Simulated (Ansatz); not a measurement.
`OB(O)SC(F)(F)F` and `CSC(F)(F)F` differ in one atom or group.

Ansatz, PBE0-D4/def2-TZVP geometries, multiplicity 1. Each molecule was computed in one conformer, which needn't be the lowest.

| property | `OB(O)SC(F)(F)F` |
| --- | --- |
| size of the dipole moment (PBE/def2-TZVPP) / D | 1.68 |
| HOMO–LUMO gap (PBE/def2-TZVPP) / eV | 5.96 |
| LUMO energy (B3LYP/def2-TZVPP) / eV | -0.14 |
| HOMO energy (PBE0/def2-TZVPP) / eV | -8.19 |
| HOMO–LUMO gap (ωB97M-V/def2-TZVPP) / eV | 12.43 |
| LUMO energy (ωB97M-V/def2-TZVPP) / eV | 2.01 |

**Question.** Give the same properties after the change, and the shifts. (Estimate.)

**Answer.** The calculation gave: 
```csv
property,`CSC(F)(F)F`,shift
size of the dipole moment (PBE/def2-TZVPP) / D,2.16,0.48
HOMO–LUMO gap (PBE/def2-TZVPP) / eV,5.26,-0.70
LUMO energy (B3LYP/def2-TZVPP) / eV,-0.21,-0.07
HOMO energy (PBE0/def2-TZVPP) / eV,-7.51,0.68
HOMO–LUMO gap (ωB97M-V/def2-TZVPP) / eV,11.82,-0.61
LUMO energy (ωB97M-V/def2-TZVPP) / eV,2.05,0.04
```

With PBE0 the HOMO rises by 0.68 eV and the LUMO falls by 0.06 eV, so the gap narrows by about 0.74 eV. PBE moves the HOMO by 0.65 eV and ωB97M-V by 0.65 eV. Dipoles are sizes alone; their direction can turn.

B3LYP here is the variant with VWN-RPA as its local correlation; programs differ in this.
